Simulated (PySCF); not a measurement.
Planning a shielding job on `C=C(CCC)C1CC1`.

Method: GIAO PBE0/pcSseg-1 NMR shielding, non-relativistic, gas phase (PySCF 2.14.0, density-fitted response routines). Geometry: GFN2-xTB. Work: shieldings, ring-centre shieldings, charges and field gradients, density fitting. The command runs a driver script over a list of jobs; the input below is this job's line of settings and its coordinates in Å.

Command:
```bash
OMP_NUM_THREADS=1 python probes_run.py task.json out
```

Input:
```
{"job": {"kind": "nmr", "xc": "PBE0", "basis": "pcSseg-1"}, "charge": 0, "multiplicity": 1}
C     -0.620718    -1.683097    -1.388496
C     -0.398773    -0.678084    -0.556220
C      0.792385    -0.642504     0.361253
C      1.761048     0.491993     0.014007
C      2.976890     0.484103     0.931485
C     -1.309727     0.499291    -0.476396
C     -2.798141     0.335660    -0.515787
C     -2.124370     0.731022     0.763201
H      0.040909    -2.531359    -1.444669
H     -1.471203    -1.696817    -2.048890
H      0.448745    -0.504540     1.390161
H      1.323482    -1.594806     0.305030
H      2.082402     0.382297    -1.024361
H      1.247906     1.450482     0.106537
H      3.516960    -0.456010     0.842534
H      2.672701     0.606384     1.969069
H      3.654342     1.295372     0.675321
H     -0.909271     1.385968    -0.957039
H     -3.197673    -0.664495    -0.581242
H     -3.384862     1.075080    -1.039924
H     -2.068930    -0.007814     1.548684
H     -2.244513     1.741259     1.124891
```

Hardware: an Arm Neoverse V1 with one thread (shared host). PySCF's memory limit was set to 1040 MB.

**Question.** How large is the basis?

**Answer.** 206 functions for 62 electrons, with 1060 fitting functions; the fitted three-index integrals, 1060 × 206 × 207/2 numbers of 8 bytes, come to 170 MiB.

**Question.** Which is nearest to the wall time?
A. 34 s
B. 4.6 min
C. 4.3 s

**Answer.** A. The run took 34 s. The SCF took 13 cycles.

**Question.** How much memory does it need at the peak?

**Answer.** About 0.92 GiB. Peak memory is the resident size of the whole Python process, interpreter and libraries included.

**Question.** At this speed, how long would 1000 such jobs take on 8 cores, one job a core?

**Answer.** 1000/8 gives 125 rounds of 34 s, about 71 min of wall time and 9.4 core-hours, if the jobs don't slow each other.

The SCF part of the output:
```
coarse grid: 17368 points
cycle   1  E = -312.6940406271  dE =  9.353e-01  |g| = 4.582e-01  |ddm| = 4.064e+00
cycle   2  E = -312.6919865454  dE =  2.054e-03  |g| = 4.836e-01  |ddm| = 8.940e-01
cycle   3  E = -312.7538164798  dE = -6.183e-02  |g| = 2.735e-02  |ddm| = 4.643e-01
cycle   4  E = -312.7539133417  dE = -9.686e-05  |g| = 1.685e-02  |ddm| = 3.961e-02
cycle   5  E = -312.7539753495  dE = -6.201e-05  |g| = 5.720e-03  |ddm| = 1.956e-02
cycle   6  E = -312.7539827206  dE = -7.371e-06  |g| = 2.108e-03  |ddm| = 6.518e-03
final grid: 164872 points
cycle   7  E = -312.8046307564  dE = -5.874e-05  |g| = 1.016e-02  |ddm| = 4.336e-02
cycle   8  E = -312.8046240525  dE =  6.704e-06  |g| = 1.157e-02  |ddm| = 1.784e-02
cycle   9  E = -312.8046572348  dE = -3.318e-05  |g| = 9.807e-04  |ddm| = 9.051e-03
cycle  10  E = -312.8046574418  dE = -2.070e-07  |g| = 3.803e-04  |ddm| = 1.220e-03
cycle  11  E = -312.8046574763  dE = -3.444e-08  |g| = 9.771e-05  |ddm| = 4.671e-04
cycle  12  E = -312.8046574786  dE = -2.305e-09  |g| = 2.205e-05  |ddm| = 1.101e-04
cycle  13  E = -312.8046574787  dE = -1.224e-10  |g| = 2.354e-06  |ddm| = 2.671e-05
converged SCF energy = -312.8046574787
```

On the final grid dE counts from the start density on that grid.

The host was shared with other jobs, so the times are rough.
